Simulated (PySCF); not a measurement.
Species: C5H5F5.
Bonds: F1–C2, C2–F3, C2–F4, C2–C5, C5–F6, C5–F7, C5–C8, C8–C9, C9–C10, C8–C10. Hydrogens: H11 on C8; H12, H13 on C9; H14, H15 on C10.

NICS = −σ at a ghost point: NICS(0) at the centroid of the ring atoms, NICS(1) 1 Å to either side along the normal of their mean plane, zz for the tensor component along that normal. Level: GIAO PBE0/pcSseg-1 (PySCF, non-relativistic, gas phase) on the PBE0-D3(BJ)/def2-SVP geometry, one conformer.

Ring bond lengths (Å), with Mayer bond orders in brackets: C8–C9 1.499 (0.93), C9–C10 1.495 (0.97), C10–C8 1.499 (0.95).

Give the NICS values of each ring in ppm.

```json
{"ring": "C8–C9–C10", "type": "3-membered carbocycle; formal bonds all single", "NICS(0)": "-44.1", "NICS(1), two faces": "-9.2 / -8.5", "NICS(1)zz, two faces": "-24.1 / -23.9", "rms pucker (Å)": "0.00", "centre to ring atoms, mean (Å)": "0.86"}
```

What can be read from them?

- C8–C9–C10: mean NICS(1)zz -24.0 ppm, shielded. C8, C9, C10 have four or more neighbours, and the NICS criterion for π rings isn't applied. NICS(0) lies 35 ppm below the mean NICS(1).

Give the inner angles of the rings and the Hirshfeld charges of the ring atoms.

- C8–C9–C10: C8 59.8° (-0.075 e), C9 60.1° (-0.086 e), C10 60.1° (-0.083 e); sum 180.0° against 180° for a flat convex ring.

How do the values depend on the level or the medium?

```
                level  NICS(0), C8–C9–C10  mean NICS(1)zz, C8–C9–C10
   PBE0/pcSseg-1, gas               -44.1                      -24.0
wB97X-D/pcSseg-1, gas               -43.9                      -24.0
```

The geometry is the same throughout.

The values belong to the conformer `[F:1][C:2]([F:3])([F:4])[C:5]([F:6])([F:7])[CH:8]1[CH2:9][CH2:10]1`: F1–C2–C5–F6 179°, C2–C5–C8–C9 85°.
